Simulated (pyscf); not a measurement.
PySCF, gas phase, ωB97X-D3(BJ)/def2-SVP geometries.

Question: What is the homolytic dissociation enthalpy (298 K, ωB97M-D3(BJ)/def2-TZVP) of the O–Zn bond of H₃Si–O–ZnH, to •O–SiH₃ + ZnH•?

Answer: O–Zn to •O–SiH₃ + ZnH•: 105.5 kcal/mol. The 7 functionals that were run give +101.0 (B3LYP-D3(BJ)) to +108.8 kcal/mol (ωB97X-D3(BJ)). •O–SiH₃ lies 24.9 kcal/mol over its isomer HO–SiH₂•, and others may lie lower still (electronic energy, ωB97M-D3(BJ)). Elements up to Kr have no core potential and no relativistic terms here.
